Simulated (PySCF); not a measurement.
AgF, SMILES [Ag][F], multiplicity 1.

Geometry optimised at B3LYP-D3(BJ)/def2-TZVPD. The spin state was assumed, not searched. The def2 effective core potentials stand for the cores of Ag; spin–orbit coupling is left out.

Level of theory: r2SCAN/def2-TZVPD (PySCF).

Isolated molecule, no solvent.

```
Quantity                                                                                                       Result
---------------------------------------------------------------------------------------------  ----------------------
total energy                                                                                       -246.87066 hartree
point group                                                                                                       C∞v
highest occupied level                                                                                       -6.80 eV
lowest empty level                                                                                           -3.93 eV
orbital gap                                                                                                   2.87 eV
dipole moment                                                                                                  5.61 D
quadrupole, principal values (traceless, Buckingham form, about the centre of nuclear charge)   -5.02, 2.51, 2.51 D·Å
mean static polarisability                                                                       26.1 bohr³ (3.87 Å³)
polarisability, principal values                                                               23.1, 23.1, 32.2 bohr³
```
